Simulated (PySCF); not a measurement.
Below is a simulated gas-phase Si 2p photoelectron spectrum of `C[SiH](P)P`.

Every computed line was given a Gaussian of 0.7 eV full width at half maximum and an area set by the number of equivalent atoms (split 2:1 within a doublet); the highest printed point is 100. Computed with PySCF, delta-SCF UKS SCAN, pcX-2 on the ionised atom, pcseg-1 elsewhere, spin-free X2C.

binding energy (eV), intensity and a bar:
```
    105.5          0 
    105.6          1 
    105.7          2 #
    105.8          6 ##
    105.9         12 ###
    106.0         22 #######
    106.1         37 ###########
    106.2         56 #################
    106.3         75 #######################
    106.4         91 ###########################
    106.5        100 ##############################
    106.6        100 ##############################
    106.7         93 ############################
    106.8         84 #########################
    106.9         75 ######################
    107.0         67 ####################
    107.1         60 ##################
    107.2         52 ################
    107.3         43 #############
    107.4         33 ##########
    107.5         22 #######
    107.6         14 ####
    107.7          8 ##
    107.8          4 #
    107.9          2 
    108.0          1 
    108.1          0
```

Q: Count the maxima, the lines and the sites behind this envelope.

A: The curve has 1 maximum (at 106.5 eV). Under it lie 2 lines from 1 inequivalent silicon site, drawn as a 2p3/2, 2p1/2 pair. At this width some lines have no maximum of their own.

Q: Decompose the envelope and assign each component. Numbering: `[CH3:1][SiH:2]([PH2:3])[PH2:4]`.

A: 
```json
{"position (eV)": "106.51", "relative area": "0.67", "line": "Si 2p3/2", "atoms": "Si2", "environment": "SiH silicon"}
{"position (eV)": "107.13", "relative area": "0.33", "line": "Si 2p1/2", "atoms": "Si2", "environment": "SiH silicon"}
```

The curve has no shake-up lines and no vibrational structure. The 2p values aren't plain energy differences: one relaxed spin-free 2p hole is combined with a matrix within the shell (ground-state 2p orbital-energy differences and spin–orbit coupling). 2p3/2, the mean of its two sublevels, lies a third of the splitting below the shell's mean and 2p1/2 two thirds above it; the statistical areas are 2:1. 2p1/2 minus 2p3/2 (ligand field included): Si 0.62 eV. Geometry: PBE0-D3(BJ)/def2-SVP, one conformer, isolated molecule.

The values belong to the conformer `[CH3:1][SiH:2]([PH2:3])[PH2:4]`: H–P3–Si2–C1 73°, H–P3–Si2–C1 167°, H–P4–Si2–C1 46°, H–P4–Si2–C1 -48°.
